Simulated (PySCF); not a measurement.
Cl₄Se, SMILES [Se+](Cl)(Cl)(Cl)Cl, charge +1, multiplicity 2.

Geometry: B3LYP-D3(BJ)/def2-SVP.

Two levels are set side by side: PBE/def2-TZVP (PySCF) and PBE0/def2-TZVP (PySCF). Same geometry, gas phase. Differences are taken from unrounded values.

```
quantity                     PBE0   PBE  PBE minus PBE0
---------------------------  ----  ----  --------------
α-spin orbital gap (eV)      4.67  2.84           -1.83
β-spin orbital gap (eV)      3.66  1.34           -2.32
mean polarisability (bohr³)  87.5  90.0             2.4
```

Rough cost on one machine, each run with all the roots and properties that it gave: PBE0 against PBE within a factor of 2.
